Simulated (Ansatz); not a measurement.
Geometry optimisation, RKS BHLYP/def2-SVP (Ansatz).

The input (input.yaml):

```yaml
crystal:
  periodic: [false, false, false]
  atoms:
    - { symbol: B, position_ang: [-0.011802, 0.257753, 0.053199] }
    - { symbol: Cl, position_ang: [-0.031966, 0.68091, 1.823843] }
    - { symbol: H, position_ang: [1.05076, 0.168583, -0.46768] }
    - { symbol: H, position_ang: [-1.0636, 0.157783, -0.488525] }
    - { symbol: Br, position_ang: [0.108707, -2.892096, 0.811491] }
    - { symbol: H, position_ang: [0.102801, -1.886533, 1.915972] }
basis:
  gaussian: { orbitals: def2-SVP }
hamiltonian:
  xc: { name: BHLYP }
relax:
  f_tol: 0.03
  max_steps: 50
```

Run as:

```bash
$ ansatz run input.yaml --threads 1 --pin off --max-ram 2048MiB --backend cpu --events-out ev --progress --plain --runs-dir out
```

**Question.** Where does it end, and by what steps?

**Answer.** The forces met the threshold. After 6 steps the energy has fallen by 0.141 eV; H6 moved furthest, 0.36 Å.

| step | energy less start (eV) | largest force component (eV/Å) | accepted |
| --- | --- | --- | --- |
| 0 | 0.0000 | 1.249 | yes |
| 1 | -0.1158 | 0.878 | yes |
| 2 | -0.0335 | 1.264 | no |
| 3 | -0.1111 | 1.026 | no |
| 4 | -0.1262 | 0.702 | yes |
| 5 | -0.1389 | 0.215 | yes |
| 6 | -0.1406 | 0.003 | yes |

```xyz
6
Properties=species:S:1:pos:R:3
B -0.015 0.380 0.035
Cl -0.034 0.845 1.722
H 1.042 0.272 -0.504
H -1.059 0.227 -0.516
Br 0.109 -3.017 0.870
H 0.112 -2.221 2.041
```

The run took 17 s on 1 thread of AMD EPYC 7B13 (Zen 3), with other jobs on the host, peak memory 0.18 GiB.
